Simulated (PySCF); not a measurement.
Simulated Si 1s region for `C(C[Si@@H]1[SiH2][SiH2][Si@H]1C)=C`, binding energy against the vacuum level.

Every computed line was given a Gaussian of 0.8 eV full width at half maximum and an area set by the number of equivalent atoms; the highest printed point is 100. Computed, not measured: PySCF 2.14.0, delta-SCF UKS SCAN, pcX-2 on the ionised atom, pcseg-1 elsewhere, spin-free X2C.

(binding energy (eV), intensity): (1844.2, 0), (1844.3, 1), (1844.4, 1), (1844.5, 3), (1844.6, 6), (1844.7, 12), (1844.8, 21), (1844.9, 33), (1845.0, 49), (1845.1, 67), (1845.2, 83), (1845.3, 95), (1845.4, 100), (1845.5, 97), (1845.6, 86), (1845.7, 70), (1845.8, 52), (1845.9, 36), (1846.0, 23), (1846.1, 13), (1846.2, 7), (1846.3, 3), (1846.4, 2), (1846.5, 1), (1846.6, 0)

How many maxima does the curve show, and how many computed lines lie under it?

The curve has 1 maximum (at 1845.4 eV). Under it lie 4 lines from 4 inequivalent silicon sites. At this width some lines have no maximum of their own.

Decompose the envelope and assign each component. Numbering: `[CH2:1]=[CH:2][CH2:3][Si@@H:4]1[SiH2:5][SiH2:6][Si@H:7]1[CH3:8]`.

```json
{"position (eV)": "1845.34", "relative area": "1", "line": "Si 1s", "atoms": "Si4", "environment": "SiH silicon"}
{"position (eV)": "1845.38", "relative area": "1", "line": "Si 1s", "atoms": "Si7", "environment": "SiH silicon"}
{"position (eV)": "1845.45", "relative area": "1", "line": "Si 1s", "atoms": "Si5", "environment": "SiH2 silicon"}
{"position (eV)": "1845.46", "relative area": "1", "line": "Si 1s", "atoms": "Si6", "environment": "SiH2 silicon"}
```

What are the centre and the root-mean-square width of the whole band?

The area-weighted mean of the lines is 1845.41 eV. Their own spread about it is 0.05 eV (rms) and each Gaussian has σ = 0.8/2.355 = 0.34 eV; the variances add, which gives 0.34 eV.

The 4 Si 1s values lie within 0.12 eV of each other; Gaussian lines of 0.5 eV full width would blend them into one maximum.

No satellites, vibrations or lifetime broadening are included. Isolated species at its PBE0-D3(BJ)/def2-SVP geometry (one conformer only).

The values belong to the conformer `[CH2:1]=[CH:2][CH2:3][Si@@H:4]1[SiH2:5][SiH2:6][Si@H:7]1[CH3:8]`: C1–C2–C3–Si4 -103°, C2–C3–Si4–Si5 168°.
